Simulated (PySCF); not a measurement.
1-methylpyrrole (C₅H₇N), SMILES c1cccn1C. Atoms are numbered in the order given.

```xyz
13

C      2.0756     0.0245     0.0000
N      0.6289    -0.0364     0.0000
C     -0.1711    -0.0133     1.1246
C     -1.4997     0.0147     0.7140
C     -1.4997     0.0147    -0.7140
C     -0.1711    -0.0133    -1.1246
H      2.4742    -0.4891    -0.8961
H      2.4484     1.0716     0.0000
H      2.4742    -0.4891     0.8961
H      0.2732    -0.0220     2.1263
H     -2.3745     0.0209     1.3741
H     -2.3745     0.0209    -1.3741
H      0.2732    -0.0220    -2.1263
```
Charge 0, spin multiplicity 1.

Coordinates come from a PBE-D3(BJ)/def2-SVP optimisation.

All values below come from PySCF with PBE-D3(BJ)/def2-SVP.

Harmonic, unscaled wavenumbers; measured fundamentals usually lie a few per cent lower.

Computed harmonic wavenumbers and intensities:
```tsv
mode	ν (cm⁻¹)	IR (km/mol)	moving atoms (share of kinetic energy)
1	77	0.0	H 96 %
2	195	2.9	C 41 %, N 34 %, H 24 %
3	357	0.6	C 51 %, H 35 %, N 14 %
4	609	7.0	C 44 %, N 34 %, H 22 %
5	609	0.0	C 71 %, H 29 %
6	651	0.0	H 72 %, C 28 %
7	668	6.0	C 74 %, H 18 %
8	699	87.5	H 84 %, C 14 %
9	792	0.1	H 76 %, C 24 %
10	854	0.0	H 55 %, C 44 %
11	854	0.1	C 66 %, H 32 %
12	955	8.2	H 58 %, C 41 %
13	1026	8.9	H 70 %, C 27 %
14	1060	3.7	H 58 %, C 41 %
15	1060	10.3	H 83 %, C 17 %
16	1074	19.6	H 54 %, C 42 %
17	1093	4.4	H 74 %, C 20 %
18	1235	0.2	H 76 %, C 20 %
19	1306	30.1	C 45 %, N 37 %, H 17 %
20	1375	2.3	H 36 %, N 34 %, C 30 %
21	1385	16.3	H 76 %, C 22 %
22	1409	9.5	H 75 %, C 24 %
23	1417	2.2	C 65 %, H 33 %
24	1448	5.7	H 71 %, N 20 %, C 10 %
25	1511	40.8	C 50 %, N 29 %, H 21 %
26	1525	0.3	C 84 %, H 15 %
27	2961	59.1	H 97 %
28	3048	13.5	H 91 %, C 9 %
29	3084	6.5	H 90 %, C 10 %
30	3171	1.4	H 92 %
31	3180	1.9	H 92 %, C 8 %
32	3190	2.7	H 91 %, C 9 %
33	3199	0.5	H 90 %, C 10 %
```
